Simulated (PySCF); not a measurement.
# How strongly C binds etchant and ambient atoms

r²SCAN in PySCF with def2-TZVPP on every atom, for the lowest determinant that a PBE0 search found; no spin–orbit coupling. D0 is De less the harmonic zero-point energy.

| X | state of CX | D0(CX) (eV) | D0(X₂) (eV) |
| --- | --- | --- | --- |
| Cl | doublet (π ↑) | 4.34 | 2.54 |
| Br | doublet (π ↑) | 3.73 | 2.28 |
| O | singlet (closed shell) | 10.94 | 5.53 |

Question: Give the energy of C + X₂ → CX + X at 0 K for each X.

Answer: Cl: 2.54 − 4.34 = -1.80 eV; Br: 2.28 − 3.73 = -1.45 eV; O: 5.53 − 10.94 = -5.41 eV (r²SCAN/def2-TZVPP; negative means exothermic).

Question: Does an atom of O displace Cl from CCl?

Answer: CCl + O → CO + Cl has ΔE = 4.34 − 10.94 = -6.60 eV at r²SCAN/def2-TZVPP, so it is downhill.

Gas-phase diatomics only hint at surface chemistry, where an atom holds several bonds.

Spin–orbit coupling is left out. States were picked by a PBE0 search and need not be the measured ground states.
